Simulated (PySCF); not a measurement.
Species: CH8ClO2Si3 (doublet state).
Numbering: `[CH2:1][Si@@H:2]([O:3][SiH3:4])[O:5][SiH2:6][Cl:7]` (hydrogens: H8, H9 on C1; H10 on Si2; H11, H12, H13 on Si4; H14, H15 on Si6)

Structure used (GFN2-xTB), in Å, numbered top down from 1:
```
atom  x, y, z in Å
C1     0.1473   -2.2773    0.8157
Si2   -0.0539   -1.1357   -0.6240
O3    -1.3800   -0.2249   -0.4444
Si4   -2.1861    1.0665    0.1124
O5     1.2635   -0.1769   -0.7249
Si6    2.1021    1.1359   -0.3299
Cl7    2.2070    1.2943    1.6643
H8    -0.6912   -2.7509    1.2940
H9     1.1120   -2.6077    1.1579
H10   -0.1587   -1.7112   -1.9580
H11   -1.3686    2.2672   -0.0666
H12   -2.4744    0.8346    1.5274
H13   -3.3892    1.0918   -0.7159
H14    1.4388    2.3218   -0.8544
H15    3.4271    0.8807   -0.8755
```

The hyperfine couplings belong to this conformer and change with its torsions.

Method used: UKS B3LYP, pcH-1 on C Cl H O Si, non-relativistic, mean-field spin-orbit, GIAO (PySCF 2.14.0). Geometry: GFN2-xTB, one conformer, isolated molecule. GFN2-xTB frequencies show an imaginary mode (35i cm⁻¹), so this geometry is no minimum at that level. Couplings are sensitive to structure, and on GFN2-xTB geometries they can be far from those on DFT ones. No stability test was run, so a lower SCF solution isn't excluded.

Principal values of hyperfine tensors in MHz (contact, dipolar and spin–orbit terms together), for some of the nuclei:

```json
{"atom": "C1", "isotope": "13C", "A1": "7.26", "A2": "7.59", "A3": "236.08"}
{"atom": "H9", "isotope": "1H", "A1": "-95.23", "A2": "-59.16", "A3": "-20.28"}
{"atom": "H8", "isotope": "1H", "A1": "-95.08", "A2": "-58.92", "A3": "-20.06"}
{"atom": "Si2", "isotope": "29Si", "A1": "46.06", "A2": "48.59", "A3": "51.39"}
{"atom": "O3", "isotope": "17O", "A1": "-8.53", "A2": "-4.33", "A3": "-4.10"}
{"atom": "O5", "isotope": "17O", "A1": "-5.06", "A2": "-1.85", "A3": "-1.66"}
{"atom": "H15", "isotope": "1H", "A1": "-0.01", "A2": "0.03", "A3": "2.01"}
{"atom": "Cl7", "isotope": "35Cl", "A1": "0.05", "A2": "0.07", "A3": "1.45"}
```

(1) Give the isotropic coupling of each nucleus in MHz and in mT (g = 2.0026), and the anisotropic part.

(2) What spin density at the nucleus of H9 lies behind its contact coupling (g_N = 5.58569)?

(3) H10 (1H, g_N = 5.58569) isn't in the table. Its spin density at the nucleus is 0.009241 bohr⁻³. What is its contact coupling?

(4) Which nucleus of the table has the largest anisotropic coupling, and what is its form?

(5) What first-order splitting does C1 cause when the field lies along A1, A2 or A3 of its tensor (g taken as isotropic, no quadrupole term)?

Answers

(1) a_iso is a third of the trace, T = A − a_iso, and a(mT) = a(MHz)/(g × 13.996). The tensors hold a spin–orbit part: the run splits a_iso into a_FC + a_SO, and T includes its anisotropic share.

| atom | a_iso (MHz) | a_FC | a_SO | a_iso (mT) | T1 | T2 | T3 |
| --- | --- | --- | --- | --- | --- | --- | --- |
| C1 | 83.64 | 83.76 | -0.12 | 2.984 | -76.38 | -76.05 | 152.43 |
| H9 | -58.23 | -58.23 | 0.01 | -2.077 | -37.01 | -0.93 | 37.94 |
| H8 | -58.02 | -58.03 | 0.01 | -2.070 | -37.07 | -0.90 | 37.96 |
| Si2 | 48.68 | 48.73 | -0.04 | 1.737 | -2.62 | -0.09 | 2.71 |
| O3 | -5.65 | -5.65 | 0.00 | -0.202 | -2.88 | 1.32 | 1.55 |
| O5 | -2.86 | -2.85 | -0.01 | -0.102 | -2.21 | 1.01 | 1.20 |
| H15 | 0.68 | 0.68 | 0.00 | 0.024 | -0.69 | -0.64 | 1.33 |
| Cl7 | 0.53 | 0.52 | 0.00 | 0.019 | -0.47 | -0.45 | 0.92 |

(2) a_FC = (2μ0/3) gₑ μB g_N μN ρ(0)/(2S·h) = 800.24 MHz × g_N × ρ(0)/(2S), with ρ in bohr⁻³. With a_FC = -58.23 MHz and 2S = 1, ρ(0) = -0.01303 bohr⁻³. In magnitude that is 4.1 % of the 1/π = 0.318 of a free hydrogen atom.

(3) By the same relation, a_FC = 41.3 MHz. Its full tensor has the principal values 37.54, 40.01, 46.36 MHz.

(4) C1: -76.4, -76.1, 152.4 MHz (the dipolar term alone has -76.3, -76.0, 152.3), axial, in the ratio −1:−1:+2, the form that spin in one p orbital centred on that nucleus gives.

(5) 2 lines (I = 1/2), spaced by |A_i|/(g × 13.996): 0.26, 0.27, 8.42 mT along the axes of A1, A2 and A3.
